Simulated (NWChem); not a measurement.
Species: C3H2Cl2; SMILES C(=CCl)=CCl

```xyz
7

Cl     2.4940    -0.0978     0.3892
C      1.2129     0.4871    -0.6177
C      0.0000     0.0000    -0.6035
C     -1.2129    -0.4871    -0.6177
Cl    -2.4940     0.0978     0.3892
H      1.5124     1.3098    -1.2746
H     -1.5124    -1.3098    -1.2746
```
Atoms are numbered in this order, from 1.

Level: PBE0/def2-SVP (NWChem), optimised geometry, unscaled harmonic frequencies. 

| frequency (cm⁻¹) | IR intensity (km/mol) |
|---|---|
| 98 | 0.0 |
| 179 | 2.0 |
| 282 | 0.3 |
| 469 | 2.3 |
| 542 | 17.4 |
| 764 | 36.4 |
| 782 | 30.8 |
| 802 | 153.0 |
| 869 | 27.6 |
| 1140 | 0.4 |
| 1233 | 38.2 |
| 1368 | 14.2 |
| 2086 | 105.5 |
| 3209 | 5.9 |
| 3209 | 0.2 |

```yaml
zero_point_energy: 24.3 kcal/mol
thermal correction to the enthalpy at 298.15 K (with zero-point energy): 28.3 kcal/mol
heat capacity Cv: 17.1 cal/(mol K)
entropy at 298.15 K and 1 atm (symmetry number 2): 75.6 cal/(mol K)
dipole_moment: 1.36 D
```

Rigid rotor and harmonic oscillator; modes under 100 cm⁻¹ make the entropy uncertain.
